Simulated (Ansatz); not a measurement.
# Molecular dynamics of H11C2NO4

Input:

```yaml
accuracy: low
crystal:
  lattice:
    - [6.106434, 0.0, 0.0]
    - [0.0, 6.106434, 0.0]
    - [0.0, 0.0, 6.106434]
  atoms:
    - { symbol: O, position: [0.14205, 0.15606818, 0.58576255] }
    - { symbol: H, position: [0.1817819, 0.23908783, 0.71708957] }
    - { symbol: H, position: [0.0173978, 0.24832573, 0.55024626] }
    - { symbol: O, position: [0.4220211, 0.72365448, 0.33705944] }
    - { symbol: H, position: [0.32779271, 0.83057254, 0.40949787] }
    - { symbol: H, position: [0.317212, 0.63202407, 0.2570502] }
    - { symbol: O, position: [0.15924905, 0.45281214, 1.10383436] }
    - { symbol: H, position: [0.27599281, 0.35926039, 1.05458968] }
    - { symbol: H, position: [0.0633753, 0.36295581, 1.18061574] }
    - { symbol: O, position: [0.75753646, 0.39399844, 0.57440866] }
    - { symbol: H, position: [0.63903282, 0.4903697, 0.52921665] }
    - { symbol: H, position: [0.73155724, 0.35307351, 0.72257604] }
    - { symbol: C, position: [0.58643323, 0.85291886, 0.84839157] }
    - { symbol: C, position: [0.65049692, 1.0373125, 0.96873008] }
    - { symbol: "N", position: [0.68726623, 1.2064541, 1.0463649] }
    - { symbol: H, position: [0.42791308, 0.87737333, 0.75687993] }
    - { symbol: H, position: [0.70201601, 0.84553417, 0.70685045] }
    - { symbol: H, position: [0.58449673, 0.71934993, 0.95804056] }
basis:
  ecutwfc: 500.0
kpoints:
  mp_grid: { grid: [1, 1, 1] }
hamiltonian:
  xc: r2scan
scf:
  occupations: { method: fermi_dirac, width: 0.05 }
  lower_state_search: "off"
md:
  timestep: 0.5
  n_steps: 70
  ensemble: npt_langevin
  temperature: 500.0
  initial_velocities: maxwell_boltzmann
  seed: 850616
  friction: 0.05
  pressure: 5.0
  fix_cell: [shape]
```

Run as:

```bash
$ ansatz run input.yaml --threads 1 --pin off --max-ram 3072MiB --backend cpu --events-out ev --progress --plain --runs-dir out
```

It goes on from the last frame of an earlier run, with new velocities.

Output, in part (step lines):

```
md step     0: t =     0.00 fs  T =   472.2 K  F+E_penalty+E_count = -3338.24871036 eV  E_kin = 1.098710 eV  conserved = -3330.27791842 eV  P_inst = 0.7209 GPa  V = 227.7000 Å³  selection 1  (10 SCF iters)
md step     1: t =     0.50 fs  T =   447.1 K  F+E_penalty+E_count = -3338.21560362 eV  E_kin = 1.040236 eV  conserved = -3330.27807606 eV  P_inst = 0.0051 GPa  V = 227.7021 Å³  selection 1  (9 SCF iters)
md step     2: t =     1.00 fs  T =   401.7 K  F+E_penalty+E_count = -3338.17380300 eV  E_kin = 0.934653 eV  conserved = -3330.27782306 eV  P_inst = -0.6837 GPa  V = 227.6728 Å³  selection 1  (8 SCF iters)
md step     3: t =     1.50 fs  T =   382.6 K  F+E_penalty+E_count = -3338.13923978 eV  E_kin = 0.890172 eV  conserved = -3330.27773451 eV  P_inst = -1.2059 GPa  V = 227.6267 Å³  selection 1  (8 SCF iters)
md step     4: t =     2.00 fs  T =   394.2 K  F+E_penalty+E_count = -3338.11316906 eV  E_kin = 0.917289 eV  conserved = -3330.27790878 eV  P_inst = -1.5838 GPa  V = 227.5909 Å³  selection 1  (8 SCF iters)
md step     5: t =     2.50 fs  T =   373.4 K  F+E_penalty+E_count = -3338.08951580 eV  E_kin = 0.868840 eV  conserved = -3330.27726893 eV  P_inst = -1.9395 GPa  V = 227.5489 Å³  selection 1  (6 SCF iters)
md step     6: t =     3.00 fs  T =   378.0 K  F+E_penalty+E_count = -3338.08522287 eV  E_kin = 0.879513 eV  conserved = -3330.27718730 eV  P_inst = -2.1464 GPa  V = 227.5029 Å³  selection 1  (7 SCF iters)
md step     7: t =     3.50 fs  T =   412.8 K  F+E_penalty+E_count = -3338.09196642 eV  E_kin = 0.960516 eV  conserved = -3330.27824713 eV  P_inst = -2.1614 GPa  V = 227.4438 Å³  selection 1  (7 SCF iters)
[... lines left out ...]
```

The steps, from the saved trajectory:

| time (fs) | T (K) | potential energy less start (eV) | conserved less start (meV/atom) | P (GPa) | volume (Å³) |
| --- | --- | --- | --- | --- | --- |
| 0.0 | 472 | 0.000 | 0.00 | 0.7 | 227.7 |
| 1.0 | 402 | 0.075 | 0.01 | -0.7 | 227.7 |
| 2.0 | 394 | 0.136 | 0.00 | -1.6 | 227.6 |
| 3.0 | 378 | 0.163 | 0.04 | -2.1 | 227.5 |
| 4.0 | 450 | 0.150 | -0.02 | -2.0 | 227.3 |
| 5.0 | 497 | 0.085 | -0.04 | -1.1 | 227.0 |
| 6.0 | 541 | 0.019 | -0.06 | 0.1 | 226.7 |
| 7.0 | 582 | 0.018 | -0.03 | 1.6 | 226.3 |
| 8.0 | 580 | 0.031 | -0.09 | 2.6 | 225.8 |
| 9.0 | 611 | 0.013 | -0.30 | 2.9 | 225.4 |
| 10.0 | 616 | 0.057 | -0.15 | 2.2 | 225.1 |
| 11.0 | 593 | 0.087 | -0.15 | 0.5 | 224.6 |
| 12.0 | 654 | 0.115 | -0.21 | -1.0 | 224.1 |
| 13.0 | 631 | 0.222 | -0.24 | -1.8 | 223.6 |
| 14.0 | 547 | 0.349 | -0.09 | -1.9 | 223.1 |
| 15.0 | 606 | 0.354 | -0.04 | -1.4 | 222.5 |
| 16.0 | 698 | 0.159 | -0.21 | -0.7 | 222.0 |
| 17.0 | 769 | -0.064 | -0.42 | 0.4 | 221.3 |
| 18.0 | 785 | -0.108 | -0.54 | 1.2 | 220.6 |
| 19.0 | 731 | 0.086 | -0.23 | 1.4 | 219.7 |
| 20.0 | 781 | 0.105 | -0.47 | 0.4 | 219.0 |
| 21.0 | 817 | 0.137 | -0.54 | -1.2 | 218.2 |
| 22.0 | 701 | 0.273 | -0.32 | -2.4 | 217.5 |
| 23.0 | 650 | 0.313 | -0.23 | -2.4 | 216.8 |
| 24.0 | 708 | 0.220 | -0.46 | -1.2 | 216.0 |
| 25.0 | 675 | 0.201 | -0.50 | 0.5 | 215.1 |
| 26.0 | 619 | 0.214 | -0.26 | 1.9 | 214.3 |
| 27.0 | 717 | 0.082 | -0.59 | 2.4 | 213.3 |
| 28.0 | 681 | 0.039 | -0.40 | 1.7 | 212.3 |
| 29.0 | 641 | 0.051 | -0.27 | 0.3 | 211.5 |
| 30.0 | 789 | -0.021 | -0.50 | -1.2 | 210.8 |
| 31.0 | 779 | 0.056 | -0.49 | -2.8 | 210.0 |
| 32.0 | 644 | 0.279 | -0.28 | -3.4 | 209.2 |
| 33.0 | 581 | 0.512 | -0.20 | -3.0 | 208.3 |
| 34.0 | 517 | 0.597 | -0.16 | -1.8 | 207.4 |
| 35.0 | 618 | 0.458 | -0.24 | 0.0 | 206.5 |

All steps were run. The conserved energy stayed within 0.61 meV per atom of its start (net change -0.24 meV per atom), so the integration is sound. The mean temperature of the second half is 38 % above the set value. A run of 0.035 ps of so small a system gives no equilibrium averages. Limits of this set-up: coarse k mesh, low accuracy level. The cell's volume went from 228 to 206 Å³.

Mean squared displacements from the first frame to the last, about the centre of mass, the cell's change included: O 0.08 Å², H 0.49 Å², C 0.02 Å², N 0.01 Å².

Last frame:

```xyz
18
Lattice="5.9103 0.0000 0.0000 0.0000 5.9103 0.0000 0.0000 0.0000 5.9103" Properties=species:S:1:pos:R:3
O 1.028 1.071 3.162
H 1.699 0.968 3.901
H 0.150 1.552 3.241
O 2.480 4.199 2.111
H 2.107 5.056 2.144
H 1.875 3.783 1.506
O 0.862 2.396 6.668
H 0.894 1.851 7.423
H -0.129 2.457 6.384
O 4.508 2.453 3.334
H 4.045 2.881 2.579
H 3.904 2.602 4.040
C 3.684 4.963 5.095
C 3.847 6.205 5.764
N 4.148 7.171 6.289
H 2.603 4.714 4.698
H 4.349 5.134 4.221
H 4.219 4.071 5.410
```

Run time: 14 min on 1 thread of Arm Neoverse V1, on a shared host, peak memory 0.63 GiB.
